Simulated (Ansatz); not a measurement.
Reactions of C₄H₆F₄ (`CC(F)(CF)C(F)F`).

Gas-phase electronic energies from Ansatz, PBE0-D4/def2-TZVP geometries. CCSD(T)/CBS adds triple-zeta CCSD(T) − MP2 to the extrapolated MP2 energy (def2 sets, frozen cores). This one scheme is used for every species, atoms too. Open shells (•) are unrestricted, without spin–orbit coupling. Spin–orbit coupling would lower the free atoms: a little for C, F. Each species was taken in one conformer, which may not be the lowest.

(1) Order these by ΔE at CCSD(T)/CBS, lowest first. (Best estimate.)
A. `CC(F)(CF)C(F)F` + H–F → `CC(F)(F)CF` + `FCF`
B. `CC(F)(CF)C(F)F` → `FCC(F)(CF)CF`
C. `CC(F)(CF)C(F)F` → `CC(F)C(F)F` + `[CH]F`
D. `CC(F)(CF)C(F)F` → `F[C]F` + `CC(F)CF`
E. `CC(F)(CF)C(F)F` → `FCC(CF)C(F)F`
F. `CC(F)(CF)C(F)F` → `C[C](F)CF`• + `F[CH]F`•
G. `CC(F)(CF)C(F)F` → 4 C• + 4 F• + 6 H•
H. `CC(F)(CF)C(F)F` → `CC(F)(F)CF` + `[CH]F`

Largest T1 diagnostic: 0.018, for `[CH]F`.

## Answers

(1) E (+3.6 kcal/mol), A (+6.5 kcal/mol), B (+11.3 kcal/mol), D (+61.8 kcal/mol), H (+88.8 kcal/mol), C (+91.1 kcal/mol), F (+97.4 kcal/mol), G (+1344.5 kcal/mol).
